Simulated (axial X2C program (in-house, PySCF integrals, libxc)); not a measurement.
Results of a calculation; reference values are marked as such.
## LiNb: input and output

Program: an in-house relativistic program for diatomic molecules.

The run was started with this input:
```json
{
 "zs": [
  41,
  3
 ],
 "q": 0,
 "bas": [
  "dyall-cv3z",
  "dyall-cv3z"
 ],
 "levels": [
  "PBE0",
  "HF",
  "PBE"
 ],
 "cc": true,
 "r0": 2.8,
 "thr": -2.0,
 "nmax": 90,
 "npts": 10,
 "nst": 2,
 "ntry": 6
}
```
```bash
python so2c.py task.json out
```

Keys: zs atomic numbers; q charge; bas basis sets; levels methods; cc coupled cluster on or off; r0 starting distance in Å; thr threshold in hartree for freezing inner shells (an s shell follows its p shell); nmax most natural virtual spinors; npts points on the curve; nst determinants followed; ntry starts of the search. HF also brings MP2.

Output of the PBE step, without spin–orbit coupling, at R = 2.890 Å for the state M_S = 2, Λ = 2. It starts from PBE0 orbitals of this distance.

```
spin-free X2C-1e  PBE
basis functions 195  fitting functions 888  grid points 5084
iter        total energy     max residual
   1      -3826.504572968     1.21e-01
   2      -3826.506889059     4.71e-03
   3      -3826.507225194     1.05e-02
   4      -3826.507311796     1.12e-03
   5      -3826.507325473     4.30e-03
   6      -3826.507353516     3.94e-04
   7      -3826.507357202     3.48e-04
   8      -3826.507358120     1.32e-04
   9      -3826.507358203     2.11e-05
  10      -3826.507358211     6.95e-06
converged
one-electron -5326.36888977  Coulomb 1598.69942283  exact exchange 0.00000000  xc functional -121.35996634  nuclear repulsion 22.52207507
```
Energies are in hartree; totals compare only within one Hamiltonian and basis. The determinant is spin-polarised beyond a pure state at some levels (its spin-free form has ⟨S²⟩ too high), which makes Re and μ there less reliable.
